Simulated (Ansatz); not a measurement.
Consider the ligand exchange at a Ge–F bond: `[CH3][Ge]([F])([F])[SiH3]` + HCl → `[CH3][Ge]([F])([SiH3])[Cl]` + H–F.

Gas-phase electronic energies from Ansatz, PBE0-D4/def2-TZVP geometries. CCSD(T)/CBS is the MP2 limit (def2-TZVPP, def2-QZVPP) plus CCSD(T) − MP2 in def2-TZVPP, frozen cores. This one scheme is used for every species. DFT in def2-TZVPP. B3LYP here is the variant with VWN-RPA as its local correlation; programs differ in this. For Ge outer-core shells are correlated without core-valence functions, which leaves a few kJ/mol of doubt a bond. Scalar relativity is left out up to krypton.

```
             level  ΔE (kJ/mol)
          B3LYP-D4         -8.9
           ωB97X-V         -5.5
               PBE         -8.3
             B3LYP         -2.0
    MP2/def2-TZVPP        -15.9
   CCSD/def2-TZVPP         -7.8
CCSD(T)/def2-TZVPP         -9.5
     MP2/CBS(def2)        -20.0
```

(1) What does CCSD(T)/CBS give? (Estimate.)

Largest T1 diagnostic among the species: 0.012.

## Answers

(1) The calculation gave: -13.7 kJ/mol. The listed levels differ from it by 4.8, 8.2, 5.4, 11.7, -2.2, 5.9, 4.2, -6.3 kJ/mol.

The D4 term adds −6.9 kJ/mol with B3LYP and −3.8 kJ/mol with PBE0; it sums over pairs of atoms, weighted by their polarisabilities, and B3LYP, whose exchange is more repulsive, gets the larger term. From PBE to PBE0 (25 % exact exchange), in def2-TZVPP and without D4, ΔE moves by −3.8 kJ/mol. In def2-TZVPP, CCSD(T) changes the Hartree–Fock value by −7.6 kJ/mol (the triples alone add −1.6 kJ/mol) and MP2 by −13.9 kJ/mol.
